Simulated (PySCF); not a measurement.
**Dipole moment and polarisability of `FBC1CC1`**

Species: C₃H₆BF.
Structure used (PBE0-D3(BJ)/def2-SVP), in Å, numbered top down from 1:
```xyz
11
C3H6BF angstrom
F      2.6125   -0.3923    1.0886
B      1.6413   -0.3911    0.1859
C      0.2165    0.0446    0.5581
C     -0.9335   -0.6556   -0.1543
C     -0.6058    0.7373   -0.5212
H      1.9314   -0.7496   -0.9385
H      0.0206    0.3614    1.5876
H     -1.8299   -0.8447    0.4416
H     -0.6854   -1.4547   -0.8587
H     -0.1243    0.9234   -1.4854
H     -1.2699    1.5388   -0.1883
```

Level: wB97X-D/def2-SVPD (PySCF), static field, nuclei fixed, core orbitals frozen in the response. The polarisability tensor in these axes (au):

```
x   54.28 -1.62  2.93
y   -1.62 44.55 -0.16
z    2.93 -0.16 46.33
```

Give the principal values, the mean and the anisotropy Δα = √{½[(α1 − α2)² + (α2 − α3)² + (α1 − α3)²]}.

Principal values 44.21, 45.47 and 55.48 au; mean 48.38 au = 7.17 Å³ = 7.98 × 10⁻⁴⁰ C²·m²/J; Δα = 10.69 au (22 % of the mean).

What is the dipole moment, and where does it point?

(-1.72, 0.27, -0.53) D, 1.82 D in size, pointing from the negative to the positive side. Measured along this direction, the outermost atoms are F1 at the negative end and H11 and H8 at the positive end.

Along which axes do the principal values lie, and how far do the nuclei extend along each?

Largest value along (0.94, -0.14, 0.30), where the nuclei span 4.32 Å; middle along (-0.25, 0.29, 0.92), 3.14 Å; least along (0.22, 0.95, -0.23), 2.55 Å. The response follows the extents in order.

Rayleigh depolarisation ratio (linearly polarised light, static tensor)?

ρ = 3Δα²/(45ᾱ² + 4Δα²) = 342.9/(105348 + 457.2) = 0.00324.

Molar refractivity from α?

Lorentz–Lorenz: R = (4π/3)N_A α = 2.5225 cm³/(mol·Å³) × 7.17 Å³ = 18.1 cm³/mol, in the limit of long wavelengths.

Refractivity n − 1 of an ideal gas of it at 500 K and 1 atm, from the electronic α?

N = p/kT = 1.4678 × 10¹⁹ cm⁻³, so n − 1 = 2π × N × 7.17 × 10⁻²⁴ cm³ = 661 × 10⁻⁶ at long wavelengths, for an ideal gas.

Find the Langevin capture rate constant for NO+ (29.998 u) meeting this molecule (72.055 u), k = 2.342 × 10⁻⁹ cm³/s × √(α in Å³ / reduced mass in u).

The reduced mass is 21.18 u, so k = 1.36 × 10⁻⁹ cm³/s. The formula leaves out the permanent dipole, which adds to the capture rate.

Isolated species at its PBE0-D3(BJ)/def2-SVP geometry (one conformer only).
